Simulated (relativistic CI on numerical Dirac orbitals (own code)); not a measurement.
## Radial parameters of Tl XXXIV

Calculated at this level of theory: Dirac-Coulomb-Breit CI, orbitals from a KLI potential per configuration, QED by a radiative potential, unscaled Slater integrals (own radial code, finite nucleus).

Slater integrals F^k, G^k are unscaled and averaged over j, outside the closed core [Ar] 3d10; ζ comes from projecting the Hamiltonian with its Breit term on Σ l·s of the shell.

- 4s2.4p6.4d10.4f2: F^2(4f,4f) = 282190, F^4(4f,4f) = 184390, F^6(4f,4f) = 134990, ζ(4f) = 15229 cm⁻¹; <r>(4f) = 0.3737, <r^2>(4f) = 0.1594 (bohr units).
- 4s2.4p6.4d9.4f3: ζ(4d) = 83533, F^2(4f,4f) = 281720, F^4(4f,4f) = 184070, F^6(4f,4f) = 134750, F^2(4d,4f) = 255320, F^4(4d,4f) = 166200, G^1(4d,4f) = 267240, G^3(4d,4f) = 182710, G^5(4d,4f) = 133770, ζ(4f) = 15096 cm⁻¹; <r>(4d) = 0.394, <r^2>(4d) = 0.1776, <r>(4f) = 0.3742, <r^2>(4f) = 0.1599 (bohr units).
- 4s2.4p6.4d10.4f.5s: ζ(4f) = 15557, G^3(4f,5s) = 37049 cm⁻¹; <r>(4f) = 0.3708, <r^2>(4f) = 0.1569, <r>(5s) = 0.6731, <r^2>(5s) = 0.5054 (bohr units).

Averages of the first 10 configurations, taken without configuration mixing, which lowers the lowest level and can move excited configurations by several eV; other configurations of the list can lie among them:

```tsv
Configuration	Parity	States	Average energy above the lowest level (eV)
4s2.4p6.4d10.4f2	even	91	11.0
4s2.4p6.4d9.4f3	odd	3640	268.1
4s2.4p6.4d10.4f.5s	odd	28	235.0
4s2.4p6.4d10.4f.5p	even	84	321.3
4s2.4p5.4d10.4f3	even	2184	537.5
4s2.4p6.4d10.5s2	even	1	471.8
4s2.4p6.4d10.5s.5p	odd	12	554.8
4s2.4p6.4d10.4f.5d	odd	140	430.0
4s.4p6.4d10.4f3	odd	728	752.8
4s2.4p6.4d10.5p2	even	15	644.4
```
